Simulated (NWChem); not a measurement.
Species: CH$_{3}$Be cation; SMILES [Be+][CH3]

Results from NWChem. B3LYP is NWChem's, with the RPA form of VWN correlation. Each level has its own optimisation; frequencies are unscaled.

| level | r Be–C (Å) | r C–H (Å) | highest harmonic frequency (cm⁻¹) | lowest (cm⁻¹) | zero-point energy (kcal/mol) |
|---|---|---|---|---|---|
| PBE/def2-SVP | 1.658 | 1.114 | 3056 | 646 | 21.4 |
| CAM-B3LYP/def2-SVP | 1.647 | 1.104 | 3140 | (withheld) | 22.2 |
| Hartree-Fock/STO-3G | 1.698 | 1.090 | 3690 | 904 | 26.5 |
| B3LYP/3-21G | 1.680 | 1.100 | 3092 | 765 | 22.6 |
| PBE0/def2-SVP | 1.651 | 1.105 | 3144 | 669 | 22.1 |

Question: Some entries are withheld; supply them.

Answer: 
- CAM-B3LYP/def2-SVP, lowest (cm⁻¹): 683
